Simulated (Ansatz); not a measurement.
Reactions of C2H6F2Si, SMILES `C[SiH](F)CF`.

Gas-phase electronic energies from Ansatz, PBE0-D4/def2-TZVP geometries. CBS: MP2 limit from def2 TZ/QZ plus the TZ coupled-cluster correction, frozen cores. This one scheme is used for every species. One conformer a species, not always the lowest.

Task: Order these by ΔE at CCSD(T)/CBS, lowest first. (An estimate is asked.)
A. `C[SiH](F)CF` + `BBO` → `BBO[SiH](C)F` + `CF`
B. `C[SiH](F)CF` + CH₃OH → `OC[SiH](F)CF` + CH₄
C. `C[SiH](F)CF` + BH₃ → `B[SiH](C)CF` + H–F

Result: A (-30.4 kcal/mol), B (+3.4 kcal/mol), C (+37.8 kcal/mol).

Largest T1 diagnostic: 0.013, for `BBO`.
